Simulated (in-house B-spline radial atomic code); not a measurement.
Configurations of Ho³⁺, with energies counted from [Xe] 4f10. Method: scalar-relativistic (X2C) wB97X, spin-polarised, spherical fractional occupations, exact exchange averaged over the configuration, Fermi nucleus of rms radius 5.2022 fm. Calculated with a B-spline radial code for spherical atoms. Shells without spins written out take the highest spin.

Occupations are held fixed; configurations that lie above the ionisation limit could autoionise.

| configuration | E - E(ref) (eV) | highest orbital | its <r> (bohr) |
| --- | --- | --- | --- |
| [Xe] 4f9 5d1 | 9.6794 | 5d up | 1.971 |
| [Kr] 4d10 4f10 5s2 5p5 6p1 | 37.724 | 6p up | 3.46 |
| [Kr] 4d9 4f11 5s2 5p6 | 158.08 | 4f down | 0.7853 |
| [Kr] 4d9 4f10 5s2 5p6 5f1 | 187.27 | 5f up | 4.319 |

Task: Order these further configurations by energy, lowest first.
A. [Kr] 4d10 4f10 5s2 5p5 5f1
B. [Kr] 4d9 4f10 5s2 5p6 5d1
C. [Xe] 4f9 6s1
D. [Kr] 4d9 4f10 5s2 5p6 6s1
E. [Xe] 4f9 6p1

Result: C (13.022 eV), E (19.193 eV), A (46.721 eV), B (168.63 eV), D (171.97 eV).
